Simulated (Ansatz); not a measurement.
The cluster Te₂W. The state is a singlet with charge 0. Geometry relaxed at PBE0-D4/def2-TZVP.

```xyz
3

W    -0.386   -0.798    0.303
Te    0.073    1.146    1.659
Te    0.313   -0.347   -1.963
```

In the def2 sets Te, W take a core potential; there is no spin–orbit coupling. The restricted singlet is unstable: a solution with broken spin symmetry lies lower. At PBE0-D4/def2-TZVP a triplet of charge 0 lies 0.82 eV below the restricted singlet, each at its own geometry. The structure comes from a short search, and lower isomers may exist.

(1) Estimate the harmonic wavenumbers at RKS PBE0-D4/def2-TZVP (Ansatz, unscaled). Is this a minimum?

Answers

(1) 83, 277, 294 cm⁻¹. Yes, no mode is imaginary beyond noise. Zero-point energy 3.9 kJ/mol. It took 23 s on 2 threads of AMD EPYC 9R14 on a shared host.
